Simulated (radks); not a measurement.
Values are calculated unless marked as measured or tabulated.
Question: All-electron atom: the antimony ion Sb18+ in [Ar] 3d10 4s2 4p3 (the NIST ground configuration). Code: a radial shooting solver on a logarithmic mesh with Libxc functionals. Model: scalar-relativistic Kohn-Sham, exchange-only LDA, spin-polarised, spherical densities, point nucleus; open shells are filled with parallel spins first (spin-orbit coupling, left out, can overturn this in heavy ions). Some entries of the table are withheld. Estimate them.

| orbital | occ. | eigenvalue (hartree) | <r> (bohr) |
|---|---|---|---|
| 1s up | 1 | -1130.238 | 0.02845 |
| 1s down | 1 | -1130.187 | 0.02845 |
| 2s up | 1 | -186.9477 | 0.1226 |
| 2s down | 1 | -186.9137 | 0.1226 |
| 2p up | 3 | -169.7768 | 0.1071 |
| 2p down | 3 | -169.7305 | 0.1071 |
| 3s up | 1 | -50.00332 | 0.3283 |
| 3s down | 1 | -49.94266 | 0.3280 |
| 3p up | 3 | -44.39904 | (1) |
| 3p down | 3 | -44.33279 | (2) |
| 3d up | 5 | -35.90875 | 0.3003 |
| 3d down | 5 | -35.84508 | 0.2997 |
| 4s up | 1 | (3) | 0.7109 |
| 4s down | 1 | (4) | 0.7105 |
| 4p up | 3 | -18.42315 | (5) |
| 4p down | 0 | -18.11048 | (6) |

Answer: 
(1) 3p up <r> (bohr): 0.3255
(2) 3p down <r> (bohr): 0.3251
(3) 4s up eigenvalue (hartree): -20.38298
(4) 4s down eigenvalue (hartree): -20.06964
(5) 4p up <r> (bohr): 0.7355
(6) 4p down <r> (bohr): 0.7358
